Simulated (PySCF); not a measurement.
Gas-phase reaction: 3 SnCl2 + O3 = 3 SnO + 6 Cl

Method: PySCF energies plus ideal-gas RRHO corrections (1 bar). † marks an energy on the PBE0/def2-TZVP geometry and frequencies. MP2 and CCSD(T) freeze the core. Open shells (unrestricted): Cl (multiplicity 2); the rest are closed-shell singlets. Spin-orbit splitting is ignored; it lowers the true energy and changes the entropy of Cl. Sn: scalar-relativistic def2 core potential, no spin-orbit coupling. MP2 isn't extrapolated to the basis-set limit. CCSD(T) isn't extrapolated to the basis-set limit. Strong static correlation: O3. Warning, large T1 diagnostic: O3, SnO (CCSD(T)/def2-SVP†, CCSD(T)/def2-TZVPP†).

| level | ΔH°(298 K), kJ |
|---|---|
| BLYP/def2-TZVP† | … |
| CCSD(T)/def2-SVP† | … |
| CCSD(T)/def2-TZVPP† | … |
| HF/def2-TZVP† | 873 |
| MP2/def2-SVP† | 1118 |
| r2SCAN/def2-TZVP† | 1370 |
| ωB97M-V/def2-TZVP† | 1348 |

Task: Some entries are withheld; supply them.

Result: 
- BLYP/def2-TZVP†, ΔH°(298 K), kJ: 1234
- CCSD(T)/def2-SVP†, ΔH°(298 K), kJ: 1111
- CCSD(T)/def2-TZVPP†, ΔH°(298 K), kJ: 1188
